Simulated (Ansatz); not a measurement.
Total energies of [Ga(OMe)H3]- (CH₆GaO⁻) from Ansatz at PBE-D4/def2-TZVPD, gas phase (1 Eh = 27.2114 eV = 2625.5 kJ/mol). The reference geometry is relaxed at PBE0-D4/def2-TZVPD.

```tsv
state	geometry	energy (Eh)
charge -1 singlet	reference	-2041.44523
charge 0 doublet	reference	-2041.31574
charge 0 doublet	relaxed at PBE0-D4/def2-TZVPD	-2041.32414
```

(1) Work out the vertical ionisation energy to the doublet.

(2) How much does the charge 0 doublet relax, and what is the adiabatic ionisation energy?

(1) E(charge 0 doublet) − E(charge -1 singlet) = -2041.31574 − (-2041.44523) = 0.12949 Eh = 3.52 eV. For comparison, −ε of the highest occupied level is 0.48 eV at this level, 3.04 eV less.

(2) Relaxation: -2041.31574 − (-2041.32414) = 0.00840 Eh = 0.23 eV. Adiabatic ionisation energy: 0.12109 Eh = 3.30 eV, without zero-point energy.
